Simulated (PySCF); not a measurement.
Compound: C6H4BCl3.
InChI=1S/C6H4BCl3/c8-6-3-1-5(2-4-6)7(9)10/h1-4H

Computed with PySCF at CAM-B3LYP/def2-SVPD, non-relativistic, on one gas-phase PBE0-D3(BJ)/def2-SVP geometry that isn't relaxed in the solvent. The solvent is an IEF-PCM continuum (cavity from Bondi-type radii × 1.2), and excitations are vertical TDDFT with non-equilibrium linear response and a frozen core. Specific hydrogen bonds and non-electrostatic terms are outside this model.

Gas-phase singlets (H = HOMO, L = LUMO):

```csv
state,E (eV),λ (nm),f,leading configurations
S1,4.860,255,0.013,"H-1→L 76%, H→L+1 21%"
S2,4.928,252,0.476,H→L 94%
S3,5.719,217,0.000,H-2→L 89%
S4,5.908,210,0.000,H-4→L 94%
S5,6.171,201,0.102,"H→L+1 70%, H-1→L 22%"
```

Question: How does the list change in benzene (ε = 2.271)?

Answer: 
| state | E (eV) | λ (nm) | f | leading configurations | change by rank (eV) |
| --- | --- | --- | --- | --- | --- |
| S1 | 4.813 | 258 | 0.600 | H→L 91% | -0.047 |
| S2 | 4.817 | 257 | 0.051 | H-1→L 76%, H→L+1 17% | -0.111 |
| S3 | 5.761 | 215 | 0.000 | H-2→L 88% | +0.042 |
| S4 | 5.927 | 209 | 0.000 | H-4→L 94% | +0.019 |
| S5 | 6.101 | 203 | 0.168 | H→L+1 76%, H-1→L 19% | -0.070 |

Question: What are the lowest 5 singlets in tetrahydrofuran (ε = 7.426)?

Answer: 
```json
{"state": "S1", "E (eV)": "4.802", "λ (nm)": "258", "f": "0.026", "leading configurations": "H-1→L 81%, H→L+1 16%", "change by rank (eV)": "-0.058"}
{"state": "S2", "E (eV)": "4.825", "λ (nm)": "257", "f": "0.606", "leading configurations": "H→L 95%", "change by rank (eV)": "-0.103"}
{"state": "S3", "E (eV)": "5.794", "λ (nm)": "214", "f": "0.000", "leading configurations": "H-2→L 87%", "change by rank (eV)": "+0.075"}
{"state": "S4", "E (eV)": "5.944", "λ (nm)": "209", "f": "0.000", "leading configurations": "H-4→L 94%", "change by rank (eV)": "+0.036"}
{"state": "S5", "E (eV)": "6.128", "λ (nm)": "202", "f": "0.153", "leading configurations": "H→L+1 76%, H-1→L 18%", "change by rank (eV)": "-0.043"}
```

Question: The ground-state energy changes by -0.096 eV from gas to tetrahydrofuran. By how much does the total energy of gas-phase S1 change?

Answer: E(S1) = E(S0) + excitation energy, so it changes by -0.096 − 0.058 = -0.154 eV: it is lowered more than the ground state, which is what a red shift means. This is the vertical state, with the slow part of the continuum still set for S0.

Question: How do the frontier levels move from gas to tetrahydrofuran?

Answer: 
| orbital | gas (eV) | solvent (eV) | change (eV) |
| --- | --- | --- | --- |
| LUMO+2 | 0.63 | 0.71 | +0.08 |
| LUMO+1 | 0.12 | 0.32 | +0.20 |
| LUMO | -1.35 | -1.24 | +0.11 |
| HOMO | -8.83 | -8.71 | +0.12 |
| HOMO-1 | -9.31 | -9.11 | +0.20 |
| HOMO-2 | -10.44 | -10.42 | +0.02 |
| HOMO-3 | -10.79 | -10.73 | +0.06 |

The HOMO–LUMO gap goes from 7.48 to 7.47 eV.

Shape of the structure used: `[Cl:1][B:2]([Cl:3])[c:4]1[cH:5][cH:6][c:7]([Cl:8])[cH:9][cH:10]1`: Cl1–B2–C4–C5 0°.
